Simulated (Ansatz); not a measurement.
Basis-set extrapolation for C₂H₇BClN (`CB(Cl)CN`) (PBE0-D4/def2-TZVP geometry, frozen core, Ansatz). Multiplicity 1, RHF reference.

|  | def2-TZVPP | def2-QZVPP |
| --- | --- | --- |
| HF | -618.567186 | -618.587472 |
| MP2 correlation | -0.853974 | -0.917380 |
| CCSD(T) correlation | -0.943224 | not run |

Energies in hartree. Use E(X) = E(∞) + A·exp(−7.88·√X) for Hartree–Fock and E(X) = E(∞) + B·X^(−2.97) for correlation, with X = 3 and 4, and add CCSD(T) minus MP2 of the smaller set to the MP2 limit.

Q: What is the CCSD(T) energy at the basis-set limit?

A: HF limit: -618.587472 + (-0.020286) × 0.13774 = -618.59027. MP2 limit: -0.917380 + (-0.063406) × 0.74074 = -0.96435. Higher-order term: -0.943224 − (-0.853974) = -0.08925. Total: -619.64387 hartree, 350.4 kJ/mol below CCSD(T)/def2-TZVPP.
